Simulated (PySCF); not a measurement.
Species: C₆H₁₁NO.
SMILES with atom numbers: `[CH2:1]=[C:2]([CH3:3])[O:4][CH2:5]/[N:6]=[CH:7]\[CH3:8]` (hydrogens: H9, H10 on C1; H11, H12, H13 on C3; H14, H15 on C5; H16 on C7; H17, H18, H19 on C8)

Geometry (PBE0-D3(BJ)/def2-SVP, Å), atoms numbered from 1 in this order:
```
atom  x, y, z in Å
C1    -2.8886    0.4416   -1.3526
C2    -2.0932    0.4546   -0.2706
C3    -2.5606    0.7538    1.1166
O4    -0.7651    0.2039   -0.2742
C5    -0.1463   -0.1156   -1.5054
N6     1.2314   -0.4014   -1.4434
C7     2.0018   -0.3230   -0.4415
C8     1.7393    0.0819    0.9830
H9    -2.5340    0.2241   -2.3596
H10   -3.9493    0.6593   -1.2321
H11   -2.3187   -0.0855    1.7870
H12   -3.6420    0.9333    1.1435
H13   -2.0421    1.6425    1.5100
H14   -0.6548   -0.9965   -1.9434
H15   -0.2911    0.7213   -2.2166
H16    3.0464   -0.6149   -0.6475
H17    0.9990    0.8853    1.0614
H18    1.3449   -0.7772    1.5508
H19    2.6802    0.3888    1.4609
```

Theory: PBE0-D3(BJ)/def2-SVP geometry optimisation, gas phase in PySCF.

Masses are those of the commonest isotopes; rigid-rotor values at the optimised geometry. The values belong to one conformer with, in the numbering `[CH2:1]=[C:2]([CH3:3])[O:4][CH2:5]/[N:6]=[CH:7]\[CH3:8]`, C1–C2–O4–C5 -1°, C2–O4–C5–N6 -178°, O4–C5–N6–C7 -5°.

Problem. Give the principal moments of inertia and the rotational constants in cm⁻¹.

Solution. Ia = 131.37, Ib = 407.14, Ic = 528.68 u·Å²; 505379 MHz·u·Å²/I gives 3847, 1241 and 955.9 MHz, that is A = 0.12832, B = 0.04141, C = 0.03189 cm⁻¹.

Problem. Classify the top.

Solution. An asymmetric top. Ray's parameter κ = (2B − A − C)/(A − C) = -0.803; −1 is the prolate and +1 the oblate limit.

Problem. Is it planar, by Δ = Ic − Ia − Ib?

Solution. Not planar: Δ = Ic − Ia − Ib = -9.83 u·Å². For a rigid frame Δ = −2 Σ m c², so Σ m c² = 4.91 u·Å² lies off the ab plane: 4.77 from hydrogen and 0.14 from heavier atoms. The atom farthest from that plane is 0.94 Å away.

Problem. Where do the levels up to J = 5 lie, in K?

Solution. Above 0(0,0), as E/k:
J = 1: 1(0,1) 0.105, 1(1,1) 0.231, 1(1,0) 0.244
J = 2: 2(0,2) 0.315, 2(1,2) 0.428, 2(1,1) 0.469, 2(2,1) 0.844, 2(2,0) 0.845
J = 3: 3(0,3) 0.627, 3(1,3) 0.723, 3(1,2) 0.805, 3(2,2) 1.160, 3(2,1) 1.166, 3(3,1) 1.820, 3(3,0) 1.821
J = 4: 4(0,4) 1.039, 4(1,4) 1.115, 4(1,3) 1.252, 4(2,3) 1.581, 4(2,2) 1.597, 4(3,2) 2.244, 4(3,1) 2.245, 4(4,1) 3.166, 4(4,0) 3.166
J = 5: 5(0,5) 1.547, 5(1,5) 1.604, 5(1,4) 1.808, 5(2,4) 2.106, 5(2,3) 2.141, 5(3,3) 2.775, 5(3,2) 2.776, 5(4,2) 3.695, 5(4,1) 3.695, 5(5,1) 4.880, 5(5,0) 4.880
The levels of one J sum to (2J + 1)J(J + 1)(A + B + C)/3.

Problem. Predict some low-J microwave lines.

Solution. The dipole components are |μa| = 0.35 D, |μb| = 1.44 D, |μc| = 0.05 D. Intensities carry the squares of the components, which stand as 0.06 : 1.00 : 0.00 (a : b : c). Some of the stronger lines:

```
type  branch         J(Ka,Kc)    MHz  lower level (cm⁻¹)
   b       R  2(0,2) ← 1(1,1)   1767               0.160
   b       Q  1(1,0) ← 1(0,1)   2891               0.073
   b       Q  2(1,1) ← 2(0,2)   3199               0.219
   b       Q  3(1,2) ← 3(0,3)   3700               0.436
   b       R  3(0,3) ← 2(1,2)   4161               0.297
   b       R  1(1,1) ← 0(0,0)   4803               0.000
   b       Q  3(2,1) ← 3(1,2)   7514               0.560
   b       Q  2(2,0) ← 2(1,1)   7839               0.326
   b       R  3(1,3) ← 2(0,2)   8493               0.219
   b       R  2(2,0) ← 1(1,1)  12805               0.160
   b       Q  3(3,1) ← 3(2,2)  13755               0.806
   b       R  3(2,2) ← 2(1,1)  14409               0.326
   b       R  3(3,1) ← 2(2,0)  20325               0.587
   b       R  3(3,0) ← 2(2,1)  20348               0.587
```

Stationary, but not proved a minimum. These are rigid-rotor constants of the computed structure; measured ground-state constants (B0) also hold zero-point vibration. A rigid rotor knows nothing of internal rotation, which can split or shift real lines. Quadrupole hyperfine structure (14N) is left out.
